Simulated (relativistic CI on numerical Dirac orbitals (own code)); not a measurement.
## L2,3 absorption of copper in several valence states

Computed multiplet spectra 2p⁶3dⁿ → 2p⁵3dⁿ⁺¹ (Dirac-Coulomb-Breit ions, Slater integrals scaled by 0.8, an assumed crystal field that grows with the charge, no charge transfer; 300 K; Lorentzian 0.4 eV and Gaussian 0.3 eV FWHM at both edges, so that L2 comes out sharper than in experiment). Peaks over 5 % are given in eV from the highest peak in the L3 region of each spectrum (height, largest 100). S of the lowest state is read from ⟨S²⟩, and the branching ratio is the share of L3, cut at the minimum between the edges.

Field parameters in Wybourne normalisation: Td as Oh with Dq negative (B⁴₀ = 21Dq, B⁴₄ = √(5/14) B⁴₀). The field is a parameter set, without covalency.

- Cu²⁺ (d9, Td, 10Dq = -4800 cm⁻¹): S = 0.50, branching ratio 0.99; peaks 0.0 (100)
- Cu⁴⁺ (d7, Td, 10Dq = -7600 cm⁻¹): S = 1.50, high spin, branching ratio 0.77; peaks -0.8 (47), 0.0 (100), 0.8 (93), 1.4 (80), 1.9 (79), 2.7 (43), 3.9 (22), 5.5 (11), 20.9 (29), 21.7 (55), 24.3 (11), 25.3 (8)

Q: What spin state follows for Cu³⁺ in Td, 10Dq = -6200 cm⁻¹, and does its branching ratio lie nearer 2/3 or nearer 0.8?

A: Cu³⁺ (d8, Td, 10Dq = -6200 cm⁻¹): S = 1.00, branching ratio 0.92; peaks 0.0 (100), 0.7 (81), 3.0 (19), 22.1 (14). High-spin states, above all those with an unquenched orbital moment, raise the ratio above the statistical 2/3; low spin and nearly empty shells keep it near or below 2/3.

The centroid of the whole edge, which also moves with the branching ratio, lies at 931.6 (Cu²⁺), 936.2 (Cu³⁺), 943.1 (Cu⁴⁺) eV in this ionic model, in steps of 4.6 to 6.9 eV. Compounds show about 1 to 2 eV a unit and lower energies for the high valences, since ligands screen the charge. The multiplet shape follows the d count and the spin state, and so serves as a fingerprint of valence. For d9 in this field spin-orbit coupling puts the hole into a state that the L2 transition cannot reach; a distortion restores L2.
